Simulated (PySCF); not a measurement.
FH₆NSi₂, SMILES N[SiH2][SiH2]F. Atoms are numbered in the order given.

```xyz
10

Si     1.0613    -0.4038    -0.6400
F      1.9270    -0.2352     0.7581
Si    -1.0526     0.5952    -0.2888
N     -1.9612    -0.0614     1.0619
H      0.9302    -1.8829    -0.9106
H      1.8648     0.2082    -1.7604
H     -1.8687     0.4119    -1.5433
H     -0.8513     2.0644    -0.0283
H     -2.2424    -1.0447     0.9962
H     -1.5692     0.1091     1.9936
```
Charge 0, spin multiplicity 1.

Geometry: PBE-D3(BJ)/def2-SVP. The structure was generated by enumeration, and PubChem lists no compound with its InChIKey, so it may never have been made. Other conformers were not sampled.

Two levels are set side by side: PBE/pcSseg-1 (PySCF) and B3LYP/pcSseg-1 (PySCF). GIAO shifts against CFCl3 (¹⁹F), NH3 (¹⁵N), TMS (²⁹Si), TMS (¹H) at the same level; non-relativistic, no solvent, atoms listed together averaged. Differences are taken from unrounded values.

```csv
quantity,B3LYP
δ(²⁹Si) of Si1 (ppm),6.0
δ(¹⁹F) of F2 (ppm),-270.3
δ(²⁹Si) of Si3 (ppm),-45.1
δ(¹⁵N) of N4 (ppm),1.7
"δ(¹H) of H5, H6 (ppm)",5.75
```

**Question.** What does PBE give, and how far is it from B3LYP? (Estimate from the structure and the level; the computed values follow.)

**Answer.** 
```json
[
 {"quantity": "δ(²⁹Si) of Si1 (ppm)", "PBE": "9.8", "PBE minus B3LYP": "3.9"},
 {"quantity": "δ(¹⁹F) of F2 (ppm)", "PBE": "-294.8", "PBE minus B3LYP": "-24.5"},
 {"quantity": "δ(²⁹Si) of Si3 (ppm)", "PBE": "-45.5", "PBE minus B3LYP": "-0.4"},
 {"quantity": "δ(¹⁵N) of N4 (ppm)", "PBE": "3.2", "PBE minus B3LYP": "1.4"},
 {"quantity": "δ(¹H) of H5, H6 (ppm)", "PBE": "6.09", "PBE minus B3LYP": "0.34"}
]
```

Rough cost on one machine, each run with all the roots and properties that it gave: B3LYP against PBE within a factor of 2.
